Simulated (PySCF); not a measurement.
# Computed properties of C2H7NOSi2, SMILES [SiH2]1C(=N[SiH2]O1)C

C₂H₇NOSi₂, SMILES [SiH2]1O[SiH2]C(=N1)C. Geometry: r2SCAN-D4/def2-SVP. This is a generated structure with no PubChem entry under its InChIKey; it may be hypothetical. One conformer was computed; it need not be the lowest. All values are computed for the isolated molecule unless a solvent is named; none is compared with measurement here.

**Structure.** The optimised structure has Cs symmetry. All 33 harmonic modes at r2SCAN-D4/def2-SVP (PySCF) are real, so it is a minimum. With heavy atoms numbered as in [CH3:1][C:2]1=[N:3][SiH2:4][O:5][SiH2:6]1, the shortest bond between them is C2–N3 at 1.288 Å and the longest C2–Si6 at 1.939 Å.

**Vibrations.** The strongest infrared lines (harmonic, unscaled, degenerate partners summed) lie at 916 cm⁻¹ (342 km/mol, H 57 %, O 20 %, Si 19 %), 961 cm⁻¹ (250 km/mol, H 92 %), 950 cm⁻¹ (197 km/mol, O 52 %, H 32 %, Si 14 %). The softest mode is at 116 cm⁻¹ and the zero-point energy is 55.1 kcal/mol.

**Electronic structure.** B3LYP/def2-TZVP (PySCF) places the frontier levels at -6.74 and -1.31 eV, a gap of 5.43 eV, and gives a dipole moment of 1.66 D and a mean polarisability of 81.3 bohr³. PBE/def2-TZVP (PySCF) at the same geometry gives -5.66 and -2.16 eV, so its gap is 1.93 eV narrower. An orbital gap is neither the optical nor the fundamental gap.

**Excitations.** TDDFT-CAM-B3LYP/def2-SVPD (PySCF) has S1 at 3.99 eV (311 nm, f = 0.000, dark); the most intense of the 10 singlets computed lies at 7.55 eV (f = 0.16). T1 (TDA) is at 3.35 eV. TDDFT-PBE/def2-SVPD (PySCF) puts S1 at 3.80 eV. No vertical singlet excitation falls in the visible range (under 3.1 eV).

**NMR.** GIAO shifts at PBE0/pcSseg-1 (PySCF) (non-relativistic, atoms alike by connectivity averaged): ¹³C from 34.8 to 217.3 ppm against TMS; ¹H from 2.8 to 5.8 ppm against TMS; ²⁹Si from -27.8 to 4.8 ppm against TMS.

**Solvation.** SMD-ωB97X/6-31G* (PySCF) gives -1.5 kcal/mol in water, -4.0 kcal/mol in methanol, -3.4 kcal/mol in N,N-dimethylformamide (1 M in both phases, gas-phase geometry); of these solvents methanol holds the molecule best.
